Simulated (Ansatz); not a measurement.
`C[CH](F)[GaH][NH2]` + HCl → `CC(F)Cl` + `[NH2][GaH2]`  (substitution at a C–Ga bond)

Isolated molecules relaxed with PBE0-D4/def2-TZVP in Ansatz; ΔE leaves out vibrations. CBS: MP2 limit from def2 TZ/QZ plus the TZ coupled-cluster correction, frozen cores. This one scheme is used for every species. Functionals use def2-TZVPP. For Ga outer-core shells are correlated without core-valence functions, which leaves a few kJ/mol of doubt a bond. Scalar relativity is left out up to krypton. Each species was taken in one conformer, which may not be the lowest.

(1) Is it downhill or uphill in electronic energy at CCSD(T)/CBS, and by how much? (An estimate is asked.)

(2) What do these levels give: PBE-D4, r2SCAN-D4, ωB97M-V, B2PLYP, HF/def2-TZVPP, HF/def2-QZVPP? (Best estimate.)

Largest T1 diagnostic among the species: 0.014.

Answers

(1) Computed: Uphill: ΔE = +0.20 eV.

(2) The calculation gave: PBE-D4 0.12, r2SCAN-D4 0.09, ωB97M-V 0.11, B2PLYP 0.12, HF/def2-TZVPP 0.01, HF/def2-QZVPP 0.00 eV.

The D4 term adds +0.05 eV with B3LYP and +0.03 eV with PBE0; it sums over pairs of atoms, weighted by their polarisabilities, and B3LYP, whose exchange is more repulsive, gets the larger term. In def2-TZVPP, CCSD(T) changes the Hartree–Fock value by +0.17 eV (the triples alone add −0.00 eV) and MP2 by +0.16 eV.

B3LYP here is the variant with VWN-RPA as its local correlation; programs differ in this.
